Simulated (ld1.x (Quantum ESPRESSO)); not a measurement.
# What one change does to a pseudopotential (Ta (Z = 73), TM)

- Element: Ta (Z = 73)
- Generator: ld1.x (Quantum ESPRESSO) 7.5
- Type: norm-conserving Troullier–Martins (Kleinman–Bylander form)
- Functional: PBE
- Relativity: scalar-relativistic
- Frozen core: [Kr] 4d10 4f14 5s2
- Valence charge: 11
- Reference configuration: 5p6 5d3 6s1 6p0 (charge +1)
- Partial waves: 6s (bound): rc 1.95 bohr; 5p (bound): rc 1.60 bohr; 5d (bound): rc 1.65 bohr; 5f channel at 0.2 Ry: rc 1.75 bohr
- Local potential: all-electron potential smoothed inside 1.55 bohr (lloc = -1)
- Core correction: a·sin(br)/r model core, default radius (core density twice the valence density)

Change: all radii but the core radius scaled by about 1.22 (s 2.38, p 1.96, d 2.02, f 2.14 bohr); local potential all-electron potential smoothed inside 1.90 bohr (lloc = -1).

Cutoffs: the cutoffs (Ry, on a coarse ladder) from which the occupation-weighted sum of valence levels, in a spherical-Bessel basis at the reference potential, stays within 10 and 1 mRy of its value at 400 Ry; they do not see the model core or the augmentation charge, which bear on the density cutoff. Errors are all-electron minus pseudo energies relative to the spin-unpolarised reference configuration.

Predict the effect on cutoff, ghosts and configuration errors.

The potential gets softer (50 Ry and 90 Ry → 30 Ry and 45 Ry); the bound ghosts move from f, s to p, s; of the 7 tests that both files solve, the error grows in 5 and shrinks in 2 by more than 15 % and 0.3 meV (median size 10.6 → 13.2 meV). A larger radius leaves more room for a smooth pseudo-wave, so fewer plane waves are needed.

| quantity | base | changed |
| --- | --- | --- |
| cutoff, loose | 50 Ry | 30 Ry |
| cutoff, tight | 90 Ry | 45 Ry |
| loose cutoff by channel (10 mRy a level) | s 18 Ry, p 35 Ry, d 21 Ry | s 8 Ry, p 18 Ry, d 21 Ry |
| bound ghosts | f, s | p, s |
| error for 5p6 5d3 6s2 6p0, meV [ΔE -8.47 eV] | +0.7 | -1.9 |
| error for 5p6 5d3 6s0 6p0, meV [ΔE 14.97 eV] | -11 | -13 |
| error for 5p6 5d2 6s0 6p0, meV [ΔE 38.58 eV] | -39 | -32 |
| error for 5p5 5d3 6s2 6p0, meV [ΔE 36.51 eV] | -187 | -468 |
| error for 5p6 5d4 6s1 6p0, meV [ΔE -6.37 eV] | -3.5 | -6.9 |
| error for 5p6 5d3 6s1.5 6p0, meV [ΔE -5.01 eV] | +1.2 | +0.5 |
| error for 5p6 5d3 6s1 6p1, meV [ΔE -4.29 eV] | +20 | -288 |

 A true bound ghost makes a file unfit for plane-wave use even where its test errors are small: the radial tests pick states by their node count and pass the ghost by.
